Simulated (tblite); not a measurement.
Compound: C₇H₁₈P₂.
Structure used (GFN2-xTB), in Å, numbered top down from 1:
```xyz
27
C7H18P2 angstrom
C      5.1491    0.4099   -0.5113
P      3.9922   -0.4094    0.6820
C      2.3943   -0.0034   -0.1879
C      1.1848   -0.2837    0.6971
C     -0.1209    0.0301   -0.0271
P     -1.5882   -0.2779    1.0811
C     -2.9451   -0.2948   -0.2200
C     -4.1739   -0.9957    0.3508
C     -3.2830    1.1332   -0.6372
H      4.8023    1.4045   -0.7862
H      5.2312   -0.2053   -1.4065
H      6.1330    0.4817   -0.0526
H      3.9287    0.6765    1.5672
H      2.4018    1.0443   -0.5037
H      2.3478   -0.6263   -1.0874
H      1.1946   -1.3335    1.0021
H      1.2484    0.3198    1.6068
H     -0.1329    1.0867   -0.3124
H     -0.2071   -0.5696   -0.9384
H     -1.4324   -1.6737    1.0898
H     -2.5850   -0.8522   -1.0942
H     -3.9393   -2.0198    0.6362
H     -4.9752   -1.0185   -0.3862
H     -4.5339   -0.4699    1.2331
H     -3.5976    1.7140    0.2285
H     -2.4208    1.6238   -1.0849
H     -4.0927    1.1359   -1.3655
```

Method: GFN2-xTB as coded in tblite; computed harmonic values from a numerical Hessian at the method's own geometry, unscaled. Errors from tens to a few hundred cm⁻¹ against measured bands are possible. Modes of hydrogen on phosphorus can be 10 to 20 % off. One conformer, not necessarily the lowest.

Harmonic wavenumbers (cm⁻¹): 29.3, 34.8, 52.2, 71.6, 101.7, 113.2, 143.1, 172.3, 193.5, 194.3, 216.8, 256.6, 300.3, 337.3, 359.1, 411.8, 656.9, 697.4, 710.8, 729.0, 735.8, 747.2, 793.9, 815.1, 839.4, 883.6, 899.9, 932.7, 938.2, 982.4, 983.2, 1014.7, 1044.8, 1057.2, 1077.2, 1079.8, 1137.4, 1168.5, 1182.0, 1228.2, 1241.8, 1247.2, 1267.4, 1294.1, 1320.9, 1333.7, 1406.5, 1418.2, 1444.8, 1449.5, 1453.5, 1458.2, 1489.0, 1490.7, 1493.0, 1500.2, 1503.0, 2226.8, 2243.2, 2885.5, 2924.6, 2924.9, 2937.6, 2941.3, 2955.3, 2968.8, 2995.5, 3004.4, 3008.9, 3013.3, 3017.2, 3020.8, 3020.9, 3027.4, 3028.4.

A = 3829, B = 304.9, C = 292.5 MHz; mass 164.088 u (most abundant isotopes); point group C1, symmetry number 1.

**Question.** What is the zero-point energy?

**Answer.** Half the sum of the wavenumbers: 50640 cm⁻¹ = 605.79 kJ/mol.

**Question.** Entropy at 400 K, 1 bar (ideal gas, RRHO, classical rotation)?

**Answer.** Translation 178.57, rotation 134.29, vibration 264.97: S = 577.8 J/(mol K).

**Question.** And Cp and H(400 K) − H(0)?

**Answer.** Cp = 270.74 J/(mol K), of which vibrations give 237.48 (their classical limit is 75 R = 623.6); H(400 K) − H(0) = 63.93 kJ/mol without the zero-point energy, 50.63 from vibrations.

**Question.** What must be added to the electronic energy to get the Gibbs energy at 400 K and 1 bar?

**Answer.** ZPE + [H(400 K) − H(0)] − T·S = 605.79 + 63.93 − 231.14 = 438.58 kJ/mol.

**Question.** Blend soft modes into free rotors: weight 1/[1 + (100 cm⁻¹/ν̃)⁴] for the oscillator and the rest for a rotor with moment μB/(μ + B), μ = h/(8π²ν), B = 10⁻⁴⁴ kg m². What vibrational entropy results?

**Answer.** 234.73 J/(mol K) in place of 264.97, which changes −T·S at 400 K by +12.10 kJ/mol.

**Question.** Which modes carry the vibrational entropy at 400 K?

**Answer.** 29.3 cm⁻¹: 27.03; 34.8 cm⁻¹: 25.60; 52.2 cm⁻¹: 22.23; 71.6 cm⁻¹: 19.62; 101.7 cm⁻¹: 16.72; 113.2 cm⁻¹: 15.84 J/(mol K); the other 69 give 137.93 together.

**Question.** How do the functions run with temperature in this model?

**Answer.** 
```csv
T (K),S (J/(mol K)),Cp (J/(mol K)),H − H(0) (kJ/mol),G − H(0) (kJ/mol),ln q(vib)
50,276.5,76.4,2.67,-11.16,1.54
100,341.1,111.7,7.43,-26.69,4.01
298.15,507.1,212.9,39.27,-111.92,12.70
373.15,559.5,255.9,56.86,-151.94,15.62
500,643.8,321.4,93.60,-228.32,20.40
750,793.5,416.7,186.69,-408.45,29.36
1000,922.7,480.8,299.38,-623.37,37.68
```

q(vib) and H(0) count from the zero-point level.

Hindered rotation and anharmonicity are outside this model. Other conformers, if any are populated, would add a mixing term that is left out. The structure is chiral; the term R ln 2 for an equal mix with its mirror image is left out.
